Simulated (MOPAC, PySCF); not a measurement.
CH4OSi, SMILES `C[Si]O` (lower singlet; C–Si–O–H torsion 0°), neutral singlet in the gas phase. This singlet lies 1.86 eV below the relaxed triplet at the level frozen-core CCSD(T)/cc-pVTZ // PBE0-D3(BJ)/def2-SVP (Ansatz).

Cartesian coordinates (Å):
```xyz
7

C     -0.8387    -0.0148    -0.0029
Si     0.5586     1.2966    -0.0643
O      1.8926     0.2869    -0.0080
H     -1.8454     0.4298    -0.0416
H     -0.7475    -0.7215    -0.8488
H     -0.7682    -0.6103     0.9266
H      1.7486    -0.6667     0.0389
```
Charge 0, spin multiplicity 1.

All levels are single points at this geometry (PBE0-D3(BJ)/def2-SVP); Pople sets use spherical d functions. Orbital energies aren't observables, and empty levels follow the basis.

B3LYP/3-21G in PySCF gives dipole (D) = 2.78.

Question: Estimate the dipole (D) from each of these levels: ωB97X-D3(BJ)/def2-TZVP in PySCF; B3LYP/6-311+G** in PySCF; B3LYP/6-31G* in PySCF; B3LYP/LANL2DZ in PySCF; PM7 in MOPAC.

Answer: 
```tsv
level	dipole (D)
ωB97X-D3(BJ)/def2-TZVP in PySCF	2.33
B3LYP/6-311+G** in PySCF	2.32
B3LYP/6-31G* in PySCF	2.50
B3LYP/LANL2DZ in PySCF	2.79
PM7 in MOPAC	3.71
```
